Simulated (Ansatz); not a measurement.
Species: methyl-[(E)-prop-1-enyl]silane, C$_{4}$H$_{10}$Si, charge 0, multiplicity 1. SMILES: C/C=C/[SiH2]C
Structure (B3LYP-D3(BJ)/def2-TZVP (Ansatz, a program for electronic structure) minimum search):
```xyz
15

C      2.9237     0.3824     0.4020
C      1.5522    -0.2141     0.3733
C      0.5279     0.2177    -0.3646
Si    -1.1617    -0.5572    -0.3519
C     -2.4754     0.6550     0.2231
H      3.1867     0.7054     1.4138
H      3.6749    -0.3562     0.1064
H      3.0019     1.2407    -0.2660
H      1.4071    -1.0773     1.0207
H      0.7013     1.0826    -1.0053
H     -1.1214    -1.7378     0.5489
H     -1.5167    -1.0254    -1.7179
H     -2.5037     1.5331    -0.4257
H     -2.2712     0.9945     1.2403
H     -3.4660     0.1958     0.2086
```
Charge 0, spin multiplicity 1.

Parts of the frozen-core correlation energy in cc-pV(Q+d)Z (Ansatz, hartree). Frozen orbitals: 9; correlated occupied orbitals by spin: 15 and 15; virtual: 560 and 560. No spin-orbit coupling. No relativistic terms.

```csv
term,value
reference (HF),-446.30725
MP2 opposite-spin,-0.68182
MP2 same-spin,-0.17685
CCSD correlation,-0.90933
(T),-0.03905
T1 diagnostic,0.011
largest doubles amplitude,0.048
```
